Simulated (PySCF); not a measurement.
4,4-dimethyl-2-pentanone, C7H14O.
Structure used (PBE0-D3(BJ)/def2-SVP), in Å, numbered top down from 1:
```
atom  x, y, z in Å
C1     2.844   -0.006   -0.377
C2     1.480   -0.387   -0.895
O3     1.263   -1.487   -1.349
C4     0.398    0.674   -0.822
C5    -0.724    0.369    0.202
C6    -0.119    0.069    1.576
C7    -1.616    1.607    0.301
C8    -1.560   -0.825   -0.265
H9     3.261    0.805   -0.996
H10    3.515   -0.874   -0.406
H11    2.770    0.387    0.649
H12   -0.054    0.752   -1.825
H13    0.846    1.651   -0.582
H14   -0.915   -0.075    2.324
H15    0.518    0.898    1.926
H16    0.487   -0.850    1.561
H17   -1.056    2.477    0.680
H18   -2.034    1.875   -0.682
H19   -2.459    1.425    0.986
H20   -2.069   -0.597   -1.215
H21   -0.935   -1.713   -0.430
H22   -2.332   -1.067    0.482
```

Method: PySCF, PBE0-D3(BJ)/def2-SVP geometry optimisation, gas phase.

Masses are those of the commonest isotopes; rigid-rotor values at the optimised geometry. The values belong to one conformer with, in the numbering `[CH3:1][C:2](=[O:3])[CH2:4][C:5]([CH3:6])([CH3:7])[CH3:8]`, C1–C2–C4–C5 -111°.

(1) Give the principal moments of inertia and the rotational constants in MHz.

(2) What kind of rotor is it?

(3) Is it planar, by Δ = Ic − Ia − Ib?

(4) Give the other two planar moments, Paa and Pbb, and the rms extents of the mass along the axes.

(5) Predict some low-J microwave lines.

(6) Estimate the classical rotational partition function at 25 K, 50 K and 500 K.

Answers

(1) Ia = 161.07, Ib = 368.01, Ic = 409.14 u·Å²; 505379 MHz·u·Å²/I gives A = 3138, B = 1373, C = 1235 MHz.

(2) An asymmetric top; Ray's κ = -0.855.

(3) Not planar: Δ = Ic − Ia − Ib = -119.93 u·Å². For a rigid frame Δ = −2 Σ m c², so Σ m c² = 59.97 u·Å² lies off the ab plane: 20.96 from hydrogen and 39.01 from heavier atoms. The atom farthest from that plane is 1.95 Å away.

(4) Paa = Σ m a² = (Ib + Ic − Ia)/2 = 308.04 and Pbb = Σ m b² = (Ia + Ic − Ib)/2 = 101.10 u·Å². With the mass M = 114.10 u, the rms extents √(P/M) along a, b and c are 1.64, 0.94, 0.72 Å.

(5) The dipole components are |μa| = 0.82 D, |μb| = 2.41 D, |μc| = 0.52 D. The squared components, which scale the intensities, stand as 0.12 : 1.00 : 0.05 (a : b : c). Some lines, for components of 0.1 D or more:

```
type  branch         J(Ka,Kc)    MHz  lower level (cm⁻¹)
   c       Q  1(1,1) ← 1(0,1)   1764               0.087
   b       Q  1(1,0) ← 1(0,1)   1902               0.087
   c       Q  3(2,2) ← 3(1,2)   5091               0.597
   c       Q  2(2,1) ← 2(1,1)   5293               0.329
   b       Q  2(2,1) ← 2(1,2)   5707               0.315
   c       Q  4(3,2) ← 4(2,2)   9078               1.118
   b       Q  4(3,1) ← 4(2,2)   9080               1.118
   b       Q  3(3,0) ← 3(2,1)   9134               0.768
   b       Q  4(3,2) ← 4(2,3)   9193               1.115
   b       R  3(1,3) ← 2(0,2)   9248               0.261
   c       R  2(2,0) ← 1(1,0)  10656               0.150
   b       Q  4(4,1) ← 4(3,2)  12821               1.421
   c       R  3(2,2) ← 2(1,2)  13533               0.315
   b       R  3(3,1) ← 2(2,0)  16990               0.506
   b       R  4(3,2) ← 3(2,1)  19582               0.768
```

(6) Point group C1, symmetry number σ = 1; q = (√π/σ)·√((kT/h)³/(ABC)), k/h = 20836.6 MHz/K: 9130 at 25 K, 25800 at 50 K, 817000 at 500 K.

No PBE0-D3(BJ)/def2-SVP frequencies stand behind this structure, so it isn't proved a minimum. These are rigid-rotor constants of the computed structure; measured ground-state constants (B0) also hold zero-point vibration. A rigid rotor knows nothing of internal rotation, which can split or shift real lines.
